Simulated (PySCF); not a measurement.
Tl⁺: ionisation energy

Tl⁺ [Xe] 4f14 5d10 6s2 (1S) → Tl²⁺ [Xe] 4f14 5d10 6s1 (2S), as a difference of total energies. Calculation: PySCF 2.14, in aug-cc-pVDZ-PP with ECP60MDF (5s4p3d, 32 functions); a scalar-relativistic core potential. Correlated levels: valence: 5s2 5p6 5d10 frozen. The calculations carry no spin-orbit coupling.

| method | ionisation energy (eV) | error (eV) |
| --- | --- | --- |
| UHF | 18.372 | -2.056 |
| LDA | 20.950 | +0.522 |
| PBE | 20.491 | +0.063 |
| PBE0 | 20.177 | -0.251 |
| r2SCAN | 20.322 | -0.106 |
| B97-3 | 20.137 | -0.291 |
| M06 | 20.301 | -0.127 |
| wB97M-V | 20.000 | -0.428 |
| PW91 | 20.574 | +0.146 |
| MP2 (valence) | 18.844 | -1.584 |
| SCS-MP2 (valence) | 18.939 | -1.489 |

Reference: 20.428 eV (measured; NIST Atomic Spectra Database, ionization energies).

Errors of the correlated levels include the incompleteness of this basis and the frozen core.

MP2 underrates the near-degeneracy of ns² with np² in the lower species.
